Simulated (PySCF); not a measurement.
SMILES C[C](C)CC(C)=O (C6H11O), doublet (GFN2-xTB optimised geometry):

```
18

C     -1.417    -0.008     0.000
C      0.067    -0.008     0.000
C      0.807    -1.280     0.161
C      0.840     1.202    -0.358
C      0.975     0.912    -1.851
C     -0.066     1.566    -2.723
O      1.820     0.152    -2.279
H     -1.788    -0.525     0.887
H     -1.819     1.003     0.000
H     -1.824    -0.545    -0.864
H      0.133    -2.130     0.222
H      1.432    -1.263     1.058
H      1.487    -1.420    -0.687
H      1.824     1.212     0.111
H      0.305     2.130    -0.170
H     -1.067     1.370    -2.348
H      0.021     1.195    -3.741
H      0.092     2.644    -2.722
```

Computed with unrestricted PBE0/def2-SVP (PySCF 2.14.0).

Task: What are the frontier orbital energies (α orbitals alone; a β orbital can be the lowest empty one) and the dipole moment?

Result: HOMO-2 -9.58 eV, HOMO-1 -7.22 eV, HOMO -5.00 eV, LUMO 0.26 eV, LUMO+1 1.59 eV; dipole moment 2.78 D.

On the same geometry PySCF 2.14.0 with unrestricted PBE/def2-SVP gives HOMO-2 -8.07 eV, HOMO-1 -5.54 eV, HOMO -3.73 eV, LUMO -0.77 eV, LUMO+1 0.76 eV; dipole moment 2.63 D.

Meta-Löwdin charges at PBE0/def2-SVP: C1 -0.31, C2 0.04, C3 -0.32, C4 -0.23, C5 0.37, C6 -0.35, O7 -0.42, H8 0.11, H9 0.10, H10 0.10, H11 0.10, H12 0.11, H13 0.12, H14 0.11, H15 0.10, H16 0.12, H17 0.12, H18 0.12.
